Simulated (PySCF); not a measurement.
## Diatomic cations of Al with the fifth-period p block

CCSD(T) with double-zeta basis sets in PySCF, for the lowest determinant that a PBE0 search found; no spin–orbit coupling. De refers to high-spin ground-configuration atoms (the charge goes to the atom of lower measured ionisation energy or higher electron affinity, which is not always the lowest computed limit).

| M | basis | reference, frozen orbitals | charged atom | state (unpaired electrons) | Re (Å) | ωe (cm⁻¹) | De (eV) |
| --- | --- | --- | --- | --- | --- | --- | --- |
| In | x2c-SVPall | UHF, 23 | In+ | doublet (σ ↑) | 3.422 | 112 | 1.07 |
| Sn | x2c-SVPall | UHF, 23 | Al+ | triplet (σ ↑, π ↑) | 3.074 | 145 | 0.90 |
| Sb | def2-SVPD | UHF, 9 | Al+ | quartet (σ ↑, π ↑↑) | 2.959 | 136 | 0.53 |
| I | def2-SVP | UHF, 9 | Al+ | doublet (σ ↑) | 2.411 | 378 | 0.85 |

The shortest bond is that of AlI⁺ (2.411 Å), the longest that of AlIn⁺ (3.422 Å). AlIn⁺ is bound most strongly (1.07 eV) and AlSb⁺ least (0.53 eV).

The rows differ in basis set, which adds steps of its own.

The state changes along the series, so neighbouring rows are not always alike in their bonding.

Correlated steps freeze the inner cores (9 to 23 orbitals); shallow outer-core shells are correlated. Correlated levels converge slowly with the basis: in double zeta they bind strong bonds too weakly, by up to about 1 eV, and carry superposition errors of some tenths. Spin–orbit coupling is left out, which matters for elements this heavy, above all for dissociation energies. For an ion De counts to the pair picked by the measured ionisation energies or electron affinities, which need not be the lowest pair at this level. States were picked by a PBE0 search and need not be the measured ground states.
